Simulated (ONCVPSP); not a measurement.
**Reading a pseudo-wave (manganese)**

Columns: radius, all-electron u(r) and pseudo u(r) of the 3d shell (level -6.79 eV) of manganese in the configuration [Ne] 3s2 3p6 3d5 4s2; PBEsol, scalar-relativistic, ONCV scheme, ONCVPSP 4.0.1.

```json
{"r (bohr)": "0.080", "all-electron": "0.0347", "pseudo": "0.0032"}
{"r (bohr)": "0.160", "all-electron": "0.1605", "pseudo": "0.0248"}
{"r (bohr)": "0.240", "all-electron": "0.3309", "pseudo": "0.0789"}
{"r (bohr)": "0.320", "all-electron": "0.4993", "pseudo": "0.1730"}
{"r (bohr)": "0.400", "all-electron": "0.6414", "pseudo": "0.3042"}
{"r (bohr)": "0.480", "all-electron": "0.7493", "pseudo": "0.4610"}
{"r (bohr)": "0.560", "all-electron": "0.8232", "pseudo": "0.6251"}
{"r (bohr)": "0.640", "all-electron": "0.8669", "pseudo": "0.7768"}
{"r (bohr)": "0.720", "all-electron": "0.8861", "pseudo": "0.8990"}
{"r (bohr)": "0.800", "all-electron": "0.8865", "pseudo": "0.9808"}
{"r (bohr)": "0.880", "all-electron": "0.8732", "pseudo": "1.0179"}
{"r (bohr)": "0.960", "all-electron": "0.8505", "pseudo": "1.0123"}
{"r (bohr)": "1.040", "all-electron": "0.8214", "pseudo": "0.9711"}
{"r (bohr)": "1.120", "all-electron": "0.7884", "pseudo": "0.9059"}
{"r (bohr)": "1.200", "all-electron": "0.7531", "pseudo": "0.8305"}
{"r (bohr)": "1.280", "all-electron": "0.7169", "pseudo": "0.7579"}
{"r (bohr)": "1.360", "all-electron": "0.6805", "pseudo": "0.6966"}
{"r (bohr)": "1.440", "all-electron": "0.6448", "pseudo": "0.6486"}
{"r (bohr)": "1.520", "all-electron": "0.6100", "pseudo": "0.6102"}
{"r (bohr)": "1.600", "all-electron": "0.5764", "pseudo": "0.5764"}
{"r (bohr)": "1.680", "all-electron": "0.5443", "pseudo": "0.5442"}
{"r (bohr)": "1.760", "all-electron": "0.5137", "pseudo": "0.5136"}
{"r (bohr)": "1.840", "all-electron": "0.4846", "pseudo": "0.4846"}
{"r (bohr)": "1.920", "all-electron": "0.4572", "pseudo": "0.4571"}
{"r (bohr)": "2.000", "all-electron": "0.4312", "pseudo": "0.4312"}
{"r (bohr)": "2.080", "all-electron": "0.4067", "pseudo": "0.4067"}
```

Q: How many radial nodes do the two functions have?

A: The all-electron 3d function has n − l − 1 = 0; the pseudo-wave has 0.

Q: At about which radius was the pseudo-wave matched?

A: 1.60 bohr, where the columns begin to agree (steps of 0.08 bohr).

Q: Is the pseudo-wave norm-conserving?

A: Yes: the ONCV scheme keeps the norm inside the radius equal to the all-electron one, which fixes the energy derivative of the logarithmic derivative at the level.
